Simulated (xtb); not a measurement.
F3Sb (SMILES [F][Sb]([F])[F]), singlet, from a rough starting geometry; xtb with GFN2-xTB.

The xtb input:
```
$ xtb mol.xyz --gfn 2 --opt vtight --json

# file mol.xyz
4

Sb    -0.02988941    -0.04904206     0.91502945
F     -1.31322049    -0.93969197    -0.27831387
F     -0.19026524     1.60488405    -0.30597625
F      1.42730057    -0.59640736    -0.29858220
```

Q: What does xtb print? Leave out banner, timings and long lists.

A: 
```
   ID    Z sym.   atoms
    1   51 Sb     1
    2    9 F      2-4

           -------------------------------------------------
          |                Calculation Setup                |
           -------------------------------------------------

           -------------------------------------------------
          |                 G F N 2 - x T B                 |
           -------------------------------------------------

          ...................................................
          :                      SETUP                      :
          :.................................................:
          :  # basis functions                  22          :
          :  # atomic orbitals                  21          :
          :  # shells                            9          :
          :  # electrons                        26          :
          :  max. iterations                   250          :
          :  Hamiltonian                  GFN2-xTB          :
          :  restarted?                      false          :
          :  GBSA solvation                  false          :
          :  PC potential                    false          :
          :  electronic temp.          300.0000000     K    :
          :  accuracy                    1.0000000          :
          :  -> integral cutoff          0.2500000E+02      :
          :  -> integral neglect         0.1000000E-07      :
          :  -> SCF convergence          0.1000000E-05 Eh   :
          :  -> wf. convergence          0.1000000E-03 e    :
          :  Broyden damping             0.4000000          :
          :  net charge                          0          :
          :  unpaired electrons                  0          :
          ...................................................

 iter      E             dE          RMSdq      gap      omega  full diag
   1    -16.5330572 -0.165331E+02  0.109E+01    4.73       0.0  T
   2    -16.5369721 -0.391490E-02  0.667E+00    4.71       1.0  T
   3    -16.5328464  0.412571E-02  0.172E+00    4.27       1.0  T
   4    -16.5351689 -0.232250E-02  0.136E+00    4.84       1.0  T
   5    -16.5400237 -0.485479E-02  0.448E-01    4.58       1.0  T
   6    -16.5400283 -0.460316E-05  0.907E-02    4.58       1.0  T
   7    -16.5400380 -0.976592E-05  0.295E-02    4.60       1.7  T
   8    -16.5400380  0.467765E-07  0.171E-02    4.59       2.9  T
   9    -16.5400391 -0.114968E-05  0.251E-04    4.60     199.2  T
  10    -16.5400391  0.219469E-08  0.770E-04    4.60      64.9  T
  11    -16.5400391 -0.224846E-08  0.161E-05    4.60    3105.3  T

   *** convergence criteria satisfied after 11 iterations ***

         :::::::::::::::::::::::::::::::::::::::::::::::::::::
         ::                     SUMMARY                     ::
         :::::::::::::::::::::::::::::::::::::::::::::::::::::
         :: total energy             -16.537515817736 Eh    ::
         :: gradient norm              0.030405545932 Eh/a0 ::
         :: HOMO-LUMO gap              4.597824308269 eV    ::
         ::.................................................::
         :: SCC energy               -16.540039025202 Eh    ::
         :: -> isotropic ES            0.080764184790 Eh    ::
         :: -> anisotropic ES          0.002333899267 Eh    ::
         :: -> anisotropic XC         -0.003738790654 Eh    ::
         :: -> dispersion             -0.001763909763 Eh    ::
         :: repulsion energy           0.002523207466 Eh    ::
         :: add. restraining           0.000000000000 Eh    ::
         :: total charge               0.000000000000 e     ::
         :::::::::::::::::::::::::::::::::::::::::::::::::::::

      -----------------------------------------------------------
     |                   =====================                   |
     |                        A N C O P T                        |
     |                   =====================                   |
     |               Approximate Normal Coordinate               |
     |                Rational Function Optimizer                |
      -----------------------------------------------------------
      -----------------------------------------------------------
     |                   =====================                   |
     |                        A N C O P T                        |
     |                   =====================                   |
     |               Approximate Normal Coordinate               |
     |                Rational Function Optimizer                |
      -----------------------------------------------------------

          ...................................................
          :                      SETUP                      :
          :.................................................:
          :   optimization level         verytight          :
          :   max. optcycles                   200          :
          :   ANC micro-cycles                  20          :
          :   degrees of freedom                 6          :
          :.................................................:
          :   RF solver                   davidson          :
          :   write xtbopt.log                true          :
          :   linear?                        false          :
          :   energy convergence         0.1000000E-06 Eh   :
          :   grad. convergence          0.2000000E-03 Eh/α :
          :   maxmium RF displ.          1.0000000          :
          :   Hlow (freq-cutoff)         0.1000000E-01      :
          :   Hmax (freq-cutoff)         5.0000000          :
          :   S6 in model hess.         20.0000000          :
          ...................................................

generating ANC from exact Hessian ...
Using Lindh-Hessian (1995)
 Shifting diagonal of input Hessian by    2.7938166195619809E-003
 Lowest  eigenvalues of input Hessian
    0.000000    0.000000    0.000000    0.000000    0.000000    0.000000
[...]
 * total energy  :   -16.5375158 Eh     change       -0.1016076E-11 Eh
 * total energy  :   -16.5393081 Eh     change       -0.1792321E-02 Eh
 * total energy  :   -16.5399143 Eh     change       -0.6061989E-03 Eh
 * total energy  :   -16.5399553 Eh     change       -0.4091871E-04 Eh
 * total energy  :   -16.5399619 Eh     change       -0.6627684E-05 Eh
 * total energy  :   -16.5399644 Eh     change       -0.2513782E-05 Eh
 * total energy  :   -16.5399644 Eh     change       -0.4254150E-07 Eh
   *** GEOMETRY OPTIMIZATION CONVERGED AFTER 7 ITERATIONS ***
[...]
          :  electronic temp.          300.0000000     K    :
          :  accuracy                    1.0000000          :
          :  -> integral cutoff          0.2500000E+02      :
          :  -> integral neglect         0.1000000E-07      :
          :  -> SCF convergence          0.1000000E-05 Eh   :
          :  -> wf. convergence          0.1000000E-03 e    :
          :  Broyden damping             0.4000000          :
          :  net charge                          0          :
          :  unpaired electrons                  0          :
          ...................................................

 iter      E             dE          RMSdq      gap      omega  full diag
   1    -16.5437396 -0.165437E+02  0.135E-05    5.26       0.0  T
   2    -16.5437396 -0.106581E-13  0.725E-06    5.26    6893.4  T
   3    -16.5437396  0.106581E-13  0.217E-06    5.26   23018.4  T

   *** convergence criteria satisfied after 3 iterations ***

         :::::::::::::::::::::::::::::::::::::::::::::::::::::
         ::                     SUMMARY                     ::
         :::::::::::::::::::::::::::::::::::::::::::::::::::::
         :: total energy             -16.539964440150 Eh    ::
         :: gradient norm              0.000072545926 Eh/a0 ::
         :: HOMO-LUMO gap              5.263278534899 eV    ::
         ::.................................................::
         :: SCC energy               -16.543739548103 Eh    ::
         :: -> isotropic ES            0.078749169232 Eh    ::
         :: -> anisotropic ES          0.001700688967 Eh    ::
         :: -> anisotropic XC         -0.004481510633 Eh    ::
         :: -> dispersion             -0.001766648180 Eh    ::
         :: repulsion energy           0.003775107953 Eh    ::
         :: add. restraining           0.000000000000 Eh    ::
         :: total charge              -0.000000000000 e     ::
         :::::::::::::::::::::::::::::::::::::::::::::::::::::

           -------------------------------------------------
          |                Property Printout                |
           -------------------------------------------------

    * Orbital Energies and Occupations

         #    Occupation            Energy/Eh            Energy/eV
      -------------------------------------------------------------
         1        2.0000           -0.9756150             -26.5478
         2        2.0000           -0.8252091             -22.4551
         3        2.0000           -0.8251784             -22.4542
         4        2.0000           -0.7490880             -20.3837
         5        2.0000           -0.5503291             -14.9752
         6        2.0000           -0.5503060             -14.9746
         7        2.0000           -0.5405732             -14.7097
         8        2.0000           -0.5246807             -14.2773
         9        2.0000           -0.5246800             -14.2773
        10        2.0000           -0.5166034             -14.0575
        11        2.0000           -0.5152920             -14.0218
        12        2.0000           -0.5152709             -14.0212
        13        2.0000           -0.5048970             -13.7389 (HOMO)
        14                         -0.3114751              -8.4757 (LUMO)
        15                         -0.3113976              -8.4736
        16                         -0.1442845              -3.9262
        17                         -0.0170930              -0.4651
        18                         -0.0170775              -0.4647
        19                          0.0018459               0.0502
        20                          0.4552335              12.3875
        21                          0.4554309              12.3929
      -------------------------------------------------------------
                  HL-Gap            0.1934219 Eh            5.2633 eV
             Fermi-level           -0.4081860 Eh          -11.1073 eV

     #   Z          covCN         q      C6AA      α(0)
     1  51 Sb       2.155     0.680   368.629    37.491
     2   9 F        0.718    -0.227    11.522     4.008
     3   9 F        0.718    -0.227    11.523     4.008
     4   9 F        0.718    -0.227    11.522     4.008

 Mol. C6AA /au·bohr⁶  :        826.305017
 Mol. C8AA /au·bohr⁸  :      56501.621254
 Mol. α(0) /au        :         49.516589

Wiberg/Mayer (AO) data.
largest (>0.10) Wiberg bond orders for each atom

 ---------------------------------------------------------------------------
     #   Z sym  total        # sym  WBO       # sym  WBO       # sym  WBO
 ---------------------------------------------------------------------------
     1  51 Sb   3.488 --     4 F    1.163     2 F    1.163     3 F    1.163
     2   9 F    1.246 --     1 Sb   1.163
     3   9 F    1.246 --     1 Sb   1.163
     4   9 F    1.246 --     1 Sb   1.163
 ---------------------------------------------------------------------------

Topologies differ in total number of bonds
Writing topology from bond orders to xtbtopo.mol

molecular dipole:
                 x           y           z       tot (Debye)
 q only:        0.007      -0.010       1.494
   full:        0.009      -0.015       2.058       5.231
molecular quadrupole (traceless):
                xx          xy          yy          xz          yz          zz
 q only:       -2.333       0.001      -2.329      -0.081      -0.025       4.662
  q+dip:       -3.323       0.001      -3.318      -0.110      -0.038       6.641
   full:       -2.634       0.001      -2.627      -0.120      -0.023       5.260

optimized geometry written to: xtbopt.xyz

           -------------------------------------------------
          | TOTAL ENERGY              -16.539964440150 Eh   |
          | GRADIENT NORM               0.000072545926 Eh/α |
          | HOMO-LUMO GAP               5.263278534899 eV   |
           -------------------------------------------------

normal termination of xtb
```
